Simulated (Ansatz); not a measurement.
`C[S][Sn][NH2]` + H–F → `[NH2][Sn][F]` + CH₃SH at 400 K and 1 bar (ligand exchange at the Sn–S bond).

Calculated with Ansatz (gas phase, PBE0-D4/def2-TZVP geometries, no zero-point term in ΔE). CBS: MP2 limit from def2 TZ/QZ plus the TZ coupled-cluster correction, frozen cores. This one scheme is used for every species. Elements past krypton have def2 core potentials. For Sn outer-core shells are correlated without core-valence functions, which leaves a few kJ/mol of doubt a bond. One conformer a species, not always the lowest.

```
        species  CCSD(T)/CBS energy (Eh)  H − E (kJ/mol)  S (J/(mol·K))
`C[S][Sn][NH2]`               -707.61808           199.5          386.1
            H–F               -100.39570            36.5          182.2
 `[NH2][Sn][F]`               -369.78999            90.9          318.4
          CH₃SH               -438.22835           138.7          269.4
```

H − E and S are ideal-gas, rigid-rotor, harmonic terms from PBE0-D4/def2-TZVP, for one conformer and one mirror image of each species. 1 Eh = 2625.50 kJ/mol, R = 8.31446 J/(mol·K).

Task: By hand: ΔE, ΔH, ΔS and ΔG.

Result: ΔE = (-369.78999) + (-438.22835) − (-707.61808) − (-100.39570) = -0.00456 Eh = -12.0 kJ/mol. Δ(H − E) = 90.9 + 138.7 − 199.5 − 36.5 = -6.4, so ΔH = -18.4 kJ/mol. ΔS = 318.4 + 269.4 − 386.1 − 182.2 = 19.5 J/(mol·K). ΔG = -18.4 − 400 × (19.5)/1000 = -26.2 kJ/mol.

Task: By hand: the equilibrium constant, and the temperature at which ΔG would vanish if ΔH and ΔS stayed fixed.

Result: log₁₀ K = −ΔG/(RT ln 10) = 3.4. ΔH and −TΔS have one sign here, so there is no such temperature.

TΔS isn't small against ΔH here. A doubt of 5 kJ/mol in ΔE shifts log₁₀ K by 0.7 here. Other conformers and mirror images would add mixing entropy, several J/(mol·K) or more a flexible species. These are equilibria of isolated gas molecules and say nothing of rates. Largest T1 diagnostic: 0.017 (customary marks: 0.02 for closed shells, 0.045 for open ones).
